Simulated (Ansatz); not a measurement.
Consider the formal exchange of groups at the Si–C bond: `C=C=C(N)[SiH3]` + `C=C[SiH2]O` → `C=C([SiH3])[SiH2]O` + `C=C=CN`.

Computed with Ansatz on PBE0-D4/def2-TZVP structures; ΔE is electronic, products minus reactants. CCSD(T)/CBS adds triple-zeta CCSD(T) − MP2 to the extrapolated MP2 energy (def2 sets, frozen cores). DFT in def2-TZVPP. B3LYP here is the variant with VWN-RPA as its local correlation; programs differ in this. One conformer a species, not always the lowest.

```tsv
level	ΔE (kJ/mol)
r2SCAN-D4	2.1
PBE0-D4	0.5
B3LYP-D4	1.6
ωB97M-V	1.0
PBE	1.8
PBE0	1.3
MP2/def2-TZVPP	2.2
CCSD(T)/def2-TZVPP	0.7
```

Task: What does CCSD(T)/CBS give? (Best estimate.)

Result: Ansatz gave: +1.3 kJ/mol. The listed levels differ from it by 0.8, -0.8, 0.3, -0.3, 0.5, 0.0, 0.9, -0.6 kJ/mol.

Largest T1 diagnostic among the species: 0.013.
